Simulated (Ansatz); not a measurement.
Reaction (substitution at a C–C bond): `CC(O)[SiH2]O` + `CB(N)Cl` → `CNB(C)Cl` + `OC[SiH2]O`

Calculated with Ansatz (gas phase, PBE0-D4/def2-TZVP geometries, no zero-point term in ΔE). CCSD(T)/CBS adds triple-zeta CCSD(T) − MP2 to the extrapolated MP2 energy (def2 sets, frozen cores). This one scheme is used for every species. DFT in def2-TZVPP. B3LYP here is the variant with VWN-RPA as its local correlation; programs differ in this. HSE06 is defined as in plane-wave codes. Each species was taken in one conformer, which may not be the lowest.

Task: Is it downhill or uphill in electronic energy at CCSD(T)/CBS, and by how much? (An estimate is asked.)

Result: Computed: Uphill: ΔE = +43.6 kJ/mol.

Task: What do these levels give: LDA (SPW92), B3LYP-D4, r2SCAN0-D4, HSE06-D4, B2PLYP, CAM-B3LYP, RPA@PBE/def2-TZVPP, HF/def2-SVP, MP2/def2-SVP, MP2/def2-TZVPP, CCSD(T)/def2-TZVPP, SCS-MP2/def2-QZVPP? (An estimate is asked.)

Result: Computed: LDA (SPW92) 40.2, B3LYP-D4 40.1, r2SCAN0-D4 44.4, HSE06-D4 41.0, B2PLYP 41.1, CAM-B3LYP 39.8, RPA@PBE/def2-TZVPP 40.3, HF/def2-SVP 36.7, MP2/def2-SVP 44.6, MP2/def2-TZVPP 45.7, CCSD(T)/def2-TZVPP 43.2, SCS-MP2/def2-QZVPP 43.1 kJ/mol.

Largest T1 diagnostic among the species: 0.011.

Leaving LDA and LC-ωPBE aside and taking each functional with its dispersion term where it has one, the values, not all of them listed here, spread over 6.7 kJ/mol, from BLYP-D4 to B97M-V. From BLYP to BHLYP (50 % exact exchange), in def2-TZVPP and without D4, ΔE moves by +3.1 kJ/mol.
